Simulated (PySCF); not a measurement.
Question: Write Cartesian coordinates for `O=S1(=O)C=CC=C1` as optimised with PBE/def2-SVP.

Answer: 
```xyz
11
C4H4O2S angstrom
O      2.1769    0.0665    1.3209
S      1.4220   -0.2745    0.0951
O      2.1227   -0.8583   -1.0701
C      0.3933    1.1218   -0.4250
C     -0.9094    0.8012   -0.2814
C     -1.1522   -0.5624    0.2489
C     -0.0320   -1.2689    0.5051
H      0.8659    2.0430   -0.7885
H     -1.7390    1.4791   -0.5309
H     -2.1706   -0.9448    0.4107
H      0.0985   -2.2863    0.8942
```

Any rigid rotation of these coordinates is as good. Atoms count from 1 in this order. S2 (sulfonyl sulfur) has angles from 91.9° to 120.1°. The C–C distances run from 1.349 Å (C6=C7, drawn double) to 1.483 Å (C5–C6, drawn single), a spread of 0.134 Å. The 5-membered ring S2–C4–C5–C6–C7 has internal angles of 91.9° to 114.5° (sum 540°, against 540° for a flat polygon); it is planar, 0.00 Å rms from its mean plane, widest ring torsion 0°.

Bonds between heavy atoms (Å): O1=S2 1.479, S2=O3 1.480, S2–C4 1.811, C4=C5 1.349, C5–C6 1.483, C6=C7 1.349, S2–C7 1.809.

Method used: PBE/def2-SVP geometry optimisation, gas phase (PySCF).

Point group: C2v (every atom within 0.08 Å of its image). Stationary, but not proved a minimum.
